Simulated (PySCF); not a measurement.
C4H10Si (SMILES C=C[SiH2]CC), singlet, geometry from GFN2-xTB, with bond 15-5 at 1.8 times its length; PySCF with CASSCF(4,4)/STO-3G.

The PySCF input:
```python
from pyscf import gto, scf, mcscf
import numpy

mol = gto.M(
    atom='''
Si   -0.048633   -0.033927   -0.596416
C    -1.625635   -0.642590    0.233837
C    -2.806451   -0.052180    0.144745
C     1.323203    0.082956    0.721524
C     2.661045    0.528915    0.143717
H    -0.273750    1.281371   -1.208275
H     0.354586   -0.995574   -1.634318
H    -1.555605   -1.549623    0.824098
H    -3.690760   -0.434175    0.633311
H    -2.943479    0.850991   -0.427594
H     1.453715   -0.886859    1.206248
H     1.025938    0.780353    1.507639
H     2.571603    1.509718   -0.317960
H     3.423236    0.586834    0.919817
H     3.275493   -0.730340   -1.223917
''',
    basis='sto-3g',
    charge=0,
    spin=0,
    verbose=4,
)

mf = scf.RHF(mol)
mf.kernel()
mc = mcscf.CASSCF(mf, 4, 4)
mc.fix_spin_(ss=0.0)
mc.kernel()
occ = numpy.linalg.eigvalsh(mc.fcisolver.make_rdm1(mc.ci, mc.ncas, mc.nelecas))[::-1]
ss = mc.fcisolver.spin_square(mc.ci, mc.ncas, mc.nelecas)[0]
print('natural occupations', occ.round(4), ' <S^2>', round(ss, 4))
```

Question: Write the output that PySCF gives for this input, abridged.

Answer: 
```
PySCF version 2.14.0

[INPUT] verbose = 4
[INPUT] num. atoms = 15
[INPUT] num. electrons = 48
[INPUT] charge = 0
[INPUT] spin (= nelec alpha-beta = 2S) = 0
[INPUT] symmetry False subgroup None
[INPUT] Mole.unit = angstrom
[INPUT] Symbol           X                Y                Z      unit          X                Y                Z       unit  Magmom
[INPUT]  1 Si    -0.048633000000  -0.033927000000  -0.596416000000 AA   -0.091903050616  -0.064112738228  -1.127062896309 Bohr   0.0
[INPUT]  2 C     -1.625635000000  -0.642590000000   0.233837000000 AA   -3.072004928507  -1.214319110384   0.441887887790 Bohr   0.0
[INPUT]  3 C     -2.806451000000  -0.052180000000   0.144745000000 AA   -5.303423772012  -0.098605909180   0.273528407900 Bohr   0.0
[INPUT]  4 C      1.323203000000   0.082956000000   0.721524000000 AA    2.500491277203   0.156764120389   1.363482752301 Bohr   0.0
[INPUT]  5 C      2.661045000000   0.528915000000   0.143717000000 AA    5.028646255143   0.999504493174   0.271585769444 Bohr   0.0
[INPUT]  6 H     -0.273750000000   1.281371000000  -1.208275000000 AA   -0.517312526600   2.421440253960  -2.283308833159 Bohr   0.0
[INPUT]  7 H      0.354586000000  -0.995574000000  -1.634318000000 AA    0.670070427605  -1.881362196738  -3.088413420447 Bohr   0.0
[INPUT]  8 H     -1.555605000000  -1.549623000000   0.824098000000 AA   -2.939667408004  -2.928363066327   1.557319519802 Bohr   0.0
[INPUT]  9 H     -3.690760000000  -0.434175000000   0.633311000000 AA   -6.974525591500  -0.820471840133   1.196784341674 Bohr   0.0
[INPUT] 10 H     -2.943479000000   0.850991000000  -0.427594000000 AA   -5.562369163409   1.608139924470  -0.808035552507 Bohr   0.0
[INPUT] 11 H      1.453715000000  -0.886859000000   1.206248000000 AA    2.747123213172  -1.675920621106   2.279478358304 Bohr   0.0
[INPUT] 12 H      1.025938000000   0.780353000000   1.507639000000 AA    1.938741840784   1.474653450483   2.849024804713 Bohr   0.0
[INPUT] 13 H      2.571603000000   1.509718000000  -0.317960000000 AA    4.859625371110   2.852953545326  -0.600857318567 Bohr   0.0
[INPUT] 14 H      3.423236000000   0.586834000000   0.919817000000 AA    6.468978499752   1.108955540583   1.738202214719 Bohr   0.0
[INPUT] 15 H      3.275493000000  -0.730340000000  -1.223917000000 AA    6.189784692930  -1.380142577815  -2.312867929199 Bohr   0.0

nuclear repulsion = 213.071476867976
number of shells = 27
number of NR pGTOs = 117
number of NR cGTOs = 39
basis = sto-3g
ecp = {}

******** <class 'pyscf.scf.hf.RHF'> ********
method = RHF
initial guess = minao
damping factor = 0
level_shift factor = 0
DIIS = <class 'pyscf.scf.diis.CDIIS'>
diis_start_cycle = 1
diis_space = 8
diis_damp = 0
SCF conv_tol = 1e-09
SCF conv_tol_grad = None
SCF max_cycles = 50
direct_scf = True
direct_scf_tol = 1e-13
Set gradient conv threshold to 3.16228e-05
Initial guess from minao.
init E= -440.986322875565
  HOMO = -0.227031938997209  LUMO = 0.0517018993340262  gap/eV = 7.58473
cycle= 1 E= -440.780442435278  delta_E= 0.206  |g|= 0.253  |ddm|= 4.39
  HOMO = -0.275616711764766  LUMO = 0.222619994252625  gap/eV = 13.55771
cycle= 2 E= -440.810125451269  delta_E= -0.0297  |g|= 0.085  |ddm|= 0.507
  HOMO = -0.281198509553544  LUMO = 0.227303390383647  gap/eV = 13.83704
cycle= 3 E= -440.812615943414  delta_E= -0.00249  |g|= 0.0364  |ddm|= 0.165
  HOMO = -0.286588962277089  LUMO = 0.221517909075139  gap/eV = 13.82629
cycle= 4 E= -440.813138736672  delta_E= -0.000523  |g|= 0.00263  |ddm|= 0.0563
  HOMO = -0.285751228610124  LUMO = 0.222426246076578  gap/eV = 13.82821
cycle= 5 E= -440.813142434683  delta_E= -3.7e-06  |g|= 0.000751  |ddm|= 0.005
  HOMO = -0.285606198325485  LUMO = 0.222650294610442  gap/eV = 13.83036
cycle= 6 E= -440.813142901735  delta_E= -4.67e-07  |g|= 0.000414  |ddm|= 0.0018
  HOMO = -0.285633057236584  LUMO = 0.222632811377586  gap/eV = 13.83062
cycle= 7 E= -440.813142978004  delta_E= -7.63e-08  |g|= 0.000107  |ddm|= 0.000795
  HOMO = -0.285648558700574  LUMO = 0.222620366698048  gap/eV = 13.83070
cycle= 8 E= -440.813142986399  delta_E= -8.39e-09  |g|= 3.03e-05  |ddm|= 0.000281
  HOMO = -0.285649695354644  LUMO = 0.222617180512711  gap/eV = 13.83065
cycle= 9 E= -440.813142986866  delta_E= -4.67e-10  |g|= 6.19e-06  |ddm|= 6.68e-05
  HOMO = -0.285649441738882  LUMO = 0.222617029874607  gap/eV = 13.83064
Extra cycle  E= -440.813142986891  delta_E= -2.44e-11  |g|= 2.45e-06  |ddm|= 1.16e-05
converged SCF energy = -440.813142986891

******** <class 'pyscf.mcscf.mc1step.CASSCF'> ********
CAS (2e+2e, 4o), ncore = 22, nvir = 13
max_cycle_macro = 50
max_cycle_micro = 4
conv_tol = 1e-07
conv_tol_grad = None
orbital rotation max_stepsize = 0.02
orbital rotation threshold for CI restart = 0.01
augmented hessian ah_max_cycle = 30
augmented hessian ah_conv_tol = 1e-12
augmented hessian ah_linear dependence = 1e-14
augmented hessian ah_level shift = 1e-08
augmented hessian ah_start_tol = 2.5
augmented hessian ah_start_cycle = 3
augmented hessian ah_grad_trust_region = 3
kf_trust_region = 3
kf_interval = 4
ci_response_space = 4
ci_grad_trust_region = 3
with_dep4 0
natorb = False
canonicalization = True
sorting_mo_energy = False
ao2mo_level = 2
internal_rotation = False
******** <class 'pyscf.fci.addons.SpinPenaltyFCISolver'> ********
max. cycles = 50
conv_tol = 1e-08
davidson only = True
linear dependence = 1e-12
level shift = 0.001
max iter space = 12
nroots = 1
pspace_size = 400
spin = None
CASCI E = -440.915333418230  S^2 = 0.0000000
Set conv_tol_grad to 0.000316228
macro iter   1 ( 21 JK    4 micro), CASSCF E = -440.940123431130  dE = -2.47900129e-02  S^2 = 0.0000000
               |grad[o]|=0.0644  |grad[c]|=0.0275  |ddm|=0.0412  |maxRot[o]|=0.219
macro iter   2 ( 10 JK    4 micro), CASSCF E = -440.941996118888  dE = -1.87268776e-03  S^2 = 0.0000000
               |grad[o]|=0.0179  |grad[c]|=0.00425  |ddm|=0.00366  |maxRot[o]|=0.0489
macro iter   3 (  6 JK    2 micro), CASSCF E = -440.942040033233  dE = -4.39143454e-05  S^2 = 0.0000000
               |grad[o]|=0.00262  |grad[c]|=0.000172  |ddm|=0.000547  |maxRot[o]|=0.0108
macro iter   4 (  3 JK    1 micro), CASSCF E = -440.942040055943  dE = -2.27091732e-08  S^2 = 0.0000000
               |grad[o]|=7.3e-05  |grad[c]|=3.07e-05  |ddm|=2.69e-05  |maxRot[o]|=0.000236
1-step CASSCF converged in   4 macro ( 40 JK  11 micro) steps
CASSCF canonicalization
Density matrix diagonal elements [1.88183375 1.72202979 0.27955018 0.11658627]
CASSCF energy = -440.942040055943
CASCI E = -440.942040055943  E(CI) = -2.80707456257483  S^2 = 0.0000000
natural occupations [1.8836 1.7207 0.2793 0.1164]  <S^2> 0.0
```
